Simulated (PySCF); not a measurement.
B(Me)(OMe)(OSiH3), C₂H₉BO₂Si, SMILES COB(C)O[SiH3] at its GFN2-xTB optimised geometry (Å):

```
15

B     -0.6220    -0.6523     0.0000
C     -1.5039    -1.9862    -0.0006
H     -1.2706    -2.6124    -0.8596
H     -2.5661    -1.7647    -0.0267
H     -1.3092    -2.5838     0.8881
O      0.7367    -0.6523     0.0000
C      1.5201    -1.8192    -0.0002
H      1.3351    -2.4170    -0.8973
H      2.5661    -1.5102     0.0178
H      1.3093    -2.4344     0.8791
O     -1.2216     0.5443     0.0000
Si    -1.0660     2.1500     0.0423
H     -1.4483     2.5402     1.4010
H     -2.0236     2.6019    -0.9681
H      0.2877     2.6124    -0.2677
```

Computed with B3LYP/def2-TZVP (PySCF). Cells within 0.4 Å of a nucleus heavier than hydrogen are left out (blank, or x).

Map of the HOMO amplitude (bohr^(-3/2)) on the plane z = 0.0 Å; orbital energy -8.16 eV, overall sign arbitrary:

```
|55555555555555555555555555555|
|55555555555555555555555555555|
|55555555555555555555555555555|
|55555544445555555555555555555|
|55555444444555555555555555555|
|55554444334555655555555555555|
|55554443333456665555555555555|
|55554443223x56665555555555555|
|5555444333xxx5655555555555555|
|55555444444x45555555555555555|
|55555555554334455555555555555|
|55555555665223444455555555555|
|5555555679xx13444444555555555|
|5555555679xx23444444555555555|
|55555555678644543234455555555|
|555555555554xx66x024455555555|
|555555555432xx8xxx34555555555|
|55555555432125798545566555555|
|55555555420124566556676555555|
|555555665xx1345554xx666555555|
|555555666xx4444544x5665555555|
|55555556787655544444555555555|
|55555556666655554444555555555|
|55555555666555554445555555555|
|55555555555555555555555555555|
|55555555555555555555555555555|
|55555555555555555555555555555|
|55555555555555555555555555555|
|55555555555555555555555555555|
```
Scale: ten equal steps from -0.054 (start of '0') to 0.048 (end of '9'), in the order '0123456789'; x runs from -5.00 to 5.00, y from -5.00 (bottom) to 5.00 (top).
